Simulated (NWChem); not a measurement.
Species: AlGeH$_{4}$OCl; SMILES [OH][Al]([Cl])[GeH3]

```xyz
8

Al     0.4387    -0.7178     0.0000
Cl    -0.9872    -2.2942     0.0000
Ge    -0.2213     1.6455     0.0000
H     -1.0815     1.9844    -1.2483
H     -1.0815     1.9844     1.2483
H      1.0126     2.5854     0.0000
O      2.1086    -1.1074     0.0000
H      2.4440    -2.0189     0.0000
```
Atoms are numbered in this order, from 1.

Results from NWChem. All runs use the structure optimised with PBE-D3(BJ)/def2-SVP. Total energies compare along this basis series because the functional is fixed.

```json
[
 {"level": "Hartree-Fock/def2-SVP", "basis functions": "102", "energy (Ha)": "-2853.5665", "highest occupied level (eV)": "-10.76", "orbital gap (eV)": "12.42", "dipole (D)": "0.86"},
 {"level": "Hartree-Fock/def2-SVPD", "basis functions": "144", "energy (Ha)": "-2853.5858", "highest occupied level (eV)": "-10.84", "orbital gap (eV)": "11.98", "dipole (D)": "0.64"},
 {"level": "Hartree-Fock/def2-TZVP", "basis functions": "177", "energy (Ha)": "-2854.1704", "highest occupied level (eV)": "-10.79", "orbital gap (eV)": "12.28", "dipole (D)": "0.72"},
 {"level": "Hartree-Fock/def2-TZVPP", "basis functions": "219", "energy (Ha)": "-2854.1727", "highest occupied level (eV)": "-10.79", "orbital gap (eV)": "12.28", "dipole (D)": "0.71"}
]
```
